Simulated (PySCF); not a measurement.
NICS in isomers of C4H6N2OS.

Probes without a nucleus sit at each ring's centroid and 1 Å off its mean plane on both sides; NICS is minus the shielding there, NICSzz its component along the normal. Level: GIAO PBE0/pcSseg-1 (PySCF, non-relativistic, gas phase) on the GFN2-xTB geometries, one conformer each. Atom numbers follow the mapped SMILES.

Question: Order these rings by mean NICS(1)zz, lowest (most negative) first (ppm).
A. ring C3–S4–N5–N6–C7 in `[CH3:1][O:2][c:3]1[s:4][n:5][n:6][c:7]1[CH3:8]`
B. ring C3–N4–N5–C6–O8 in `[CH3:1][S:2][c:3]1[n:4][n:5][c:6]([CH3:7])[o:8]1`
C. ring C4–C5–N6–S7–N8 in `[CH3:1][O:2][CH2:3][c:4]1[cH:5][n:6][s:7][n:8]1`
D. ring C4–N5–C6–S7–N8 in `[CH3:1][O:2][CH2:3][c:4]1[n:5][cH:6][s:7][n:8]1`

Answer: C (-33.8), D (-32.7), A (-26.6), B (-23.3).

```tsv
SMILES	ring	NICS(0)	NICS(1)	NICS(1)zz	HOMA	rms pucker (Å)	ring atoms with four or more neighbours
COCc1cnsn1	5-membered ring with 2 N and S; formal bonds all aromatic	-14.2	-13.2	-33.8	–	0.00	0
COCc1ncsn1	5-membered ring with 2 N and S; formal bonds all aromatic	-14.2	-13.1	-32.7	–	0.00	0
COc1snnc1C	5-membered ring with 2 N and S; formal bonds all aromatic	-10.5	-11.7	-26.6	–	0.00	0
CSc1nnc(C)o1	5-membered ring with 2 N and O; formal bonds all aromatic	-8.7	-9.4	-23.3	0.36	0.00	0
```

NICS(0) ties some rings at the printed digit and otherwise keeps the order. The isotropic NICS(1) gives the same order. HOMA uses Krygowski's 1993 parameters; it is left out where a ring has a four-coordinate atom, a triple bond, no multiple bond or a kind of bond without parameters. NICS(1) and NICS(1)zz are means over the two faces.
